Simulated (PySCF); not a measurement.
Compound: C9H6S.
Cartesian coordinates in Å at the PBE0-D3(BJ)/def2-SVP level; atoms count from 1:
```xyz
16
C9H6S angstrom
C      3.9699   -0.3441   -0.3121
C      2.7658   -0.2634   -0.1858
C      1.3500   -0.1689   -0.0417
C      0.5532    0.2891   -1.1113
C     -0.8195    0.3794   -0.9732
C     -1.4435    0.0169    0.2342
C     -2.8879    0.0991    0.4110
S     -3.9890    0.5902   -0.6791
C     -0.6465   -0.4381    1.2988
C      0.7308   -0.5313    1.1671
H      5.0362   -0.4165   -0.4238
H      1.0351    0.5709   -2.0491
H     -1.4501    0.7321   -1.7932
H     -3.2283   -0.2173    1.4108
H     -1.1230   -0.7215    2.2413
H      1.3452   -0.8856    1.9965
```

Computed, not measured: PySCF, PBE0-D3(BJ)/def2-SVP geometry optimisation, gas phase.

Masses are those of the commonest isotopes; rigid-rotor values at the optimised geometry. The values belong to one conformer with, in the numbering `[CH:1]#[C:2][c:3]1[cH:4][cH:5][c:6]([CH:7]=[S:8])[cH:9][cH:10]1`, C5–C6–C7–S8 0°.

**Question.** Give the principal moments of inertia and the rotational constants in MHz.

**Answer.** Ia = 109.28, Ib = 969.15, Ic = 1078.43 u·Å²; 505379 MHz·u·Å²/I gives A = 4625, B = 521.5, C = 468.6 MHz.

**Question.** What kind of rotor is it?

**Answer.** A near-prolate asymmetric top. Ray's parameter κ = (2B − A − C)/(A − C) = -0.975; −1 is the prolate and +1 the oblate limit.

**Question.** Is it planar, by Δ = Ic − Ia − Ib?

**Answer.** Planar: Δ = Ic − Ia − Ib = 0.00 u·Å². For a rigid frame Δ = −2 Σ m c², so it vanishes when all atoms lie in the ab plane; here none is more than 0.01 Å from it.

**Question.** Where do the levels up to J = 5 lie, in MHz?

**Answer.** Above 0(0,0):
J = 1: 1(0,1) 990, 1(1,1) 5093, 1(1,0) 5146
J = 2: 2(0,2) 2970, 2(1,2) 7021, 2(1,1) 7179, 2(2,1) 19488, 2(2,0) 19489
J = 3: 3(0,3) 5938, 3(1,3) 9911, 3(1,2) 10228, 3(2,2) 22459, 3(2,1) 22461, 3(3,1) 43107, 3(3,0) 43107
J = 4: 4(0,4) 9893, 4(1,4) 13765, 4(1,3) 14293, 4(2,3) 26419, 4(2,2) 26426, 4(3,2) 47068, 4(3,1) 47068, 4(4,1) 75974, 4(4,0) 75974
J = 5: 5(0,5) 14834, 5(1,5) 18581, 5(1,4) 19374, 5(2,4) 31368, 5(2,3) 31386, 5(3,3) 52020, 5(3,2) 52020, 5(4,2) 80925, 5(4,1) 80925, 5(5,1) 118090, 5(5,0) 118090
The levels of one J sum to (2J + 1)J(J + 1)(A + B + C)/3.

**Question.** Which lines would a microwave search look for?

**Answer.** The dipole components are |μa| = 2.60 D, |μb| = 1.07 D, |μc| = 0.00 D; the mirror of this Cs structure is the ab plane, so μc vanishes by symmetry and there are no c-type lines. The squared components, which scale the intensities, stand as 1.00 : 0.17 (a : b). Some lines, for components of 0.1 D or more:

```
type  branch         J(Ka,Kc)    MHz  lower level (cm⁻¹)
   a       R  1(0,1) ← 0(0,0)    990               0.000
   a       R  2(1,2) ← 1(1,1)   1927               0.170
   a       R  3(1,3) ← 2(1,2)   2891               0.234
   a       R  3(0,3) ← 2(0,2)   2968               0.099
   a       R  4(3,2) ← 3(3,1)   3961               1.438
   a       R  4(2,2) ← 3(2,1)   3965               0.749
   b       Q  1(1,0) ← 1(0,1)   4156               0.033
   a       R  5(4,1) ← 4(4,0)   4952               2.534
   a       R  5(3,3) ← 4(3,2)   4952               1.570
   a       R  5(3,2) ← 4(3,1)   4952               1.570
   a       R  5(2,3) ← 4(2,2)   4959               0.881
   a       R  5(1,4) ← 4(1,3)   5080               0.477
   b       Q  5(2,3) ← 5(1,4)  12012               0.646
   b       Q  5(2,4) ← 5(1,5)  12787               0.620
   b       R  5(2,4) ← 4(1,3)  17075               0.477
   b       Q  4(3,2) ← 4(2,3)  20649               0.881
   b       R  3(3,1) ← 2(2,0)  23618               0.650
   b       R  3(3,0) ← 2(2,1)  23618               0.650
   b       R  5(5,1) ← 4(4,0)  42116               2.534
   b       R  5(5,0) ← 4(4,1)  42116               2.534
```

**Question.** Estimate the classical rotational partition function at 100 K, 200 K and 298.15 K.

**Answer.** Point group Cs, symmetry number σ = 1; q = (√π/σ)·√((kT/h)³/(ABC)), k/h = 20836.6 MHz/K: 159000 at 100 K, 449000 at 200 K, 816000 at 298.15 K.

No frequency check. These are rigid-rotor constants of the computed structure; measured ground-state constants (B0) also hold zero-point vibration.

On one thread, Arm Neoverse V2 (aarch64), no GPU, shared host, this took 77 s and 0.87 GiB of memory at its peak. These figures are those of the optimisation.
